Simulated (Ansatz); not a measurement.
SiSe2. The state is a singlet with charge 0. Geometry PBE-D4/def2-TZVP.

```xyz
3

Si    0.000    0.000    0.000
Se    1.751    0.581   -0.947
Se   -1.751   -0.581    0.947
```

The 6-31G sets use Cartesian d functions. The structure comes from a short search, and lower isomers may exist.

(1) Estimate the orbital energies around the gap (eV) in Ansatz with HF/6-31G, PBE-D4/def2-TZVPD, r2SCAN-D4/def2-TZVP, PBE0-D4/def2-SVP, CAM-B3LYP-D4/def2-TZVP.

Answers

(1) 
| orbital | HF/6-31G | PBE-D4/def2-TZVPD | r2SCAN-D4/def2-TZVP | PBE0-D4/def2-SVP | CAM-B3LYP-D4/def2-TZVP |
| --- | --- | --- | --- | --- | --- |
| HOMO−9 | -70.85 | -53.97 | -55.00 | -58.56 | -59.66 |
| HOMO−8 | -70.85 | -53.97 | -55.00 | -58.56 | -59.66 |
| HOMO−7 | -26.35 | -18.08 | -18.81 | -20.26 | -21.99 |
| HOMO−6 | -25.13 | -17.35 | -18.03 | -19.41 | -21.08 |
| HOMO−5 | -16.35 | -11.46 | -11.84 | -12.83 | -14.24 |
| HOMO−4 | -12.74 | -8.87 | -9.20 | -10.02 | -11.14 |
| HOMO−3 | -11.72 | -7.61 | -7.93 | -8.75 | -10.07 |
| HOMO−2 | -11.72 | -7.61 | -7.93 | -8.75 | -10.07 |
| HOMO−1 | -9.69 | -6.58 | -6.85 | -7.54 | -8.73 |
| HOMO | -9.69 | -6.58 | -6.85 | -7.54 | -8.73 |
| LUMO | 0.15 | -3.32 | -3.10 | -2.34 | -1.42 |
| LUMO+1 | 0.15 | -2.85 | -2.74 | -2.11 | -1.12 |
| LUMO+2 | 0.63 | -2.85 | -2.74 | -2.11 | -1.12 |
| LUMO+3 | 6.06 | -0.06 | 2.31 | 3.24 | 3.35 |
| LUMO+4 | 6.58 | 0.16 | 2.81 | 5.13 | 3.42 |
| LUMO+5 | 8.58 | 0.56 | 3.61 | 6.85 | 5.04 |
